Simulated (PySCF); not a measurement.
A GIAO shielding run with PySCF 2.14.0 with density-fitted response routines (density fitting, non-relativistic, gas phase) on `FC(F)([SiH2][SiH2][SiH3])C(Cl)(Cl)Cl`, C2H7Cl3F2Si3:

```
$ OMP_NUM_THREADS=1 python probes_run.py task.json out

{"job": {"kind": "nmr", "xc": "PBE0", "basis": "pcSseg-1"}, "charge": 0, "multiplicity": 1}
F      1.126549     0.928382    -0.875648
C      1.217721     0.392015     0.378094
F      0.475454     1.239750     1.158802
Si     0.402953    -1.383573     0.336514
Si    -1.853772    -0.898032     0.594870
Si    -2.634988     0.891624    -0.676763
C      2.661879     0.460701     0.836932
Cl     3.596149    -0.702350    -0.109105
Cl     3.373240     2.084218     0.639879
Cl     2.728594     0.009120     2.546596
H      1.151691    -2.156248     1.328824
H      0.853925    -1.858808    -0.973877
H     -2.545079    -2.163649     0.290427
H     -2.101798    -0.702780     2.033711
H     -2.211154     2.176508    -0.125678
H     -2.148141     0.794476    -2.055034
H     -4.100219     0.900677    -0.733362
```

Hardware: 1 thread of an Arm Neoverse N1, shared host. The job also computes population analyses, field gradients.

Q: How large is the calculation?

A: 130 electrons, 247 basis functions and 1428 auxiliary functions.

Q: How long does it take, and how much memory does it need?

A: 2.4 min of wall time, with 14 SCF cycles and 5 response iterations; peak memory 1.2 GiB. Times on a shared host scatter by some tens of per cent.
